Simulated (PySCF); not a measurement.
C₆H₅, SMILES [c]1ccccc1 (connectivity only; charge and spin as stated), charge +1, multiplicity 1. Heavy atoms are numbered as in [c:1]1[cH:2][cH:3][cH:4][cH:5][cH:6]1. Hydrogens are named by the atom that carries them.

Geometry: B3LYP-D3(BJ)/def2-SVP. The multiplicity is an assumed one; no other spin state was optimised. The isomer is the one that the SMILES or the coordinates give; other isomers of the formula were not compared.

All values below come from HF/pcSseg-1 (PySCF).

GIAO shieldings, no solvent; atoms alike by connectivity are averaged. δ = σ(ref) − σ: ¹³C against TMS (σ = 192.6 ppm); ¹H against TMS (σ = 31.99 ppm), references at their B3LYP-D3(BJ)/def2-TZVP geometries, non-relativistic.

| nucleus | atoms | count | δ (ppm) |
|---|---|---|---|
| ¹³C | C1 | 1 | 374.4 |
| ¹³C | C3 (CH) | 2 | 150.4 |
| ¹³C | C4 (CH) | 1 | 142.9 |
| ¹³C | C2 (CH) | 2 | 100.4 |
| ¹H | H on C2 | 2 | 9.33 |
| ¹H | H on C4 | 1 | 8.83 |
| ¹H | H on C3 | 2 | 8.79 |
